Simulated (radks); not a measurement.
Problem. These are the eigenvalues of the occupied orbitals of an atom or ion with whole-number occupations (hartree). Method: scalar-relativistic Kohn-Sham, PBE, spin-polarised, spherical densities, finite nucleus; Fermi nuclear charge, rms radius of each element as measured or else 0.836 A^(1/3) + 0.57 fm; computed with a radial shooting solver on a logarithmic mesh with Libxc functionals.

| orbital | eigenvalue |
|---|---|
| 1s down | -2797.287 |
| 1s up | -2797.287 |
| 2s up | -489.9078 |
| 2s down | -489.9009 |
| 2p up | -425.8159 |
| 2p down | -425.8104 |
| 3s up | -115.0821 |
| 3s down | -115.0797 |
| 3p up | -96.33134 |
| 3p down | -96.32865 |
| 3d up | -75.65844 |
| 3d down | -75.65357 |
| 4s up | -25.05992 |
| 4s down | -25.05336 |
| 4p up | -18.90750 |
| 4p down | -18.90145 |
| 4d up | -11.34206 |
| 4d down | -11.33503 |
| 5s up | -4.26955 |
| 5s down | -4.21757 |
| 4f up | -2.93589 |
| 4f down | -2.92446 |
| 5p up | -2.68927 |
| 5p down | -2.62307 |
| 5d up | -0.92945 |
| 5d down | -0.85334 |

Which element is it, and in what charge state? The configuration may be excited. Open shells, if any, are filled with parallel spins first.

Solution. Z = 77, iridium, charge +2: Ir2+ in [Xe] 4f14 5d7. The list shows which subshells hold electrons but not how many an open one holds; the 1s level, -2797.3 hartree, gives Z - s = 74.8 by -(Z - s)^2/2, which with screening and relativity narrows Z to a few neighbours, and the depths of the outer levels then fix element, charge and occupations together.
